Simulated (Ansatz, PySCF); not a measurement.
Spin states of COOs (SMILES [O+]#[C-]->[Os]), each relaxed with B3LYP-D3(BJ)/def2-TZVP.
State 1 (charge 0, multiplicity 3):
```xyz
3

Os    -1.012    -0.808    -0.924
O      0.856     0.730     0.757
C      0.122     0.126     0.097
```
State 2 (charge 0, multiplicity 1):
```
atom    x (Å)    y (Å)    z (Å)
----  -------  -------  -------
Os    -1.0112  -0.8079  -0.9231
O      0.8557   0.7297   0.7563
C      0.1223   0.1257   0.0966
```

Singlets are restricted, other states unrestricted; no spin–orbit coupling, no relativity up to Kr; see below for the cores. The largest T1 diagnostic is 0.053.

Programs: Ansatz (a program for electronic structure); PySCF for the dispersion terms. Values without a source in brackets are computed. In def2 rows elements past Kr take small-core potentials, without spin–orbit coupling.

Q: One of these levels gives 115.6 kJ/mol for the energy of the multiplicity-1 state less that of the multiplicity-3 state. Which?
A) r2SCANh/def2-TZVPP
B) PBE-D3(BJ)/def2-TZVPP
C) BLYP-D3(BJ)/def2-TZVPP

A: A, r2SCANh/def2-TZVPP. The others give 101.7 (PBE-D3(BJ)/def2-TZVPP), 89.7 (BLYP-D3(BJ)/def2-TZVPP)
